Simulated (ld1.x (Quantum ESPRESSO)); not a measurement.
**Configuration tests for hafnium (PAW)**

- Element: hafnium (Hf)
- Generator: ld1.x (Quantum ESPRESSO) 7.5
- Type: PAW
- Functional: PW91
- Relativity: fully relativistic
- Frozen core: [Kr] 4d10 4f14 5s2
- Valence charge: 10
- Reference configuration: 5p6 5d3 6s1 6p0
- Partial waves: 6s (bound): rcut 2.55, rcutus 3.25 bohr; 6s channel at 0.1 Ry: rcut 2.55, rcutus 3.25 bohr; 5p (bound): rcut 2.50, rcutus 2.65 bohr; 6p (bound, empty): rcut 2.50, rcutus 2.65 bohr; 5d (bound): rcut 2.20, rcutus 2.40 bohr; 5d channel at 0.15 Ry: rcut 2.20, rcutus 2.40 bohr
- Local potential: all-electron potential smoothed inside 2.55 bohr (lloc = -1)
- Core correction: Bessel-smoothed model core, default radius (core density twice the valence density)
- Augmentation charge: GAUSS, radius 2.00 bohr

Open shells are filled in proportion to 2j + 1 (rel_dist='average').

Energies are relative to the spin-unpolarised reference configuration 5p6 5d3 6s1 6p0; without spin polarisation the order of configurations can differ from experiment.

```
valence configuration  charge  ΔE all-electron (eV)  error AE − PS (meV)
      5p6 5d2 6s2 6p0       0                -2.586                  +16
      5p6 5d2 6s1 6p0      +1                 5.448                 -3.8
      5p6 5d2 6s0 6p0      +2                19.671                  -15
      5p6 5d2 6s0 6p2       0                 5.266                 -9.9
    5p6 5d2 6s1.5 6p0    +0.5                 0.696                 +4.8
      5p6 5d2 6s1 6p1       0                 1.235                 +0.4
```

**Question.** What are ΔE and the potential's error for 5p6 5d3 6s0 6p0?

**Answer.** ΔE = 7.447 eV all-electron; the error (AE − PS) is +3.3 meV.

Levels in the configuration 5p6 5d2 6s1 6p1:

```json
{"level": "5p j=1/2", "all-electron (eV)": "-42.652", "pseudo (eV)": "-42.633"}
{"level": "5p j=3/2", "all-electron (eV)": "-34.867", "pseudo (eV)": "-34.848"}
{"level": "5d j=3/2", "all-electron (eV)": "-4.213", "pseudo (eV)": "-4.206"}
{"level": "5d j=5/2", "all-electron (eV)": "-3.733", "pseudo (eV)": "-3.726"}
{"level": "6s j=1/2", "all-electron (eV)": "-6.045", "pseudo (eV)": "-6.057"}
{"level": "6p j=1/2", "all-electron (eV)": "-2.404", "pseudo (eV)": "-2.397"}
{"level": "6p j=3/2", "all-electron (eV)": "-1.960", "pseudo (eV)": "-1.963"}
```

The ghost test of this file was not conclusive.
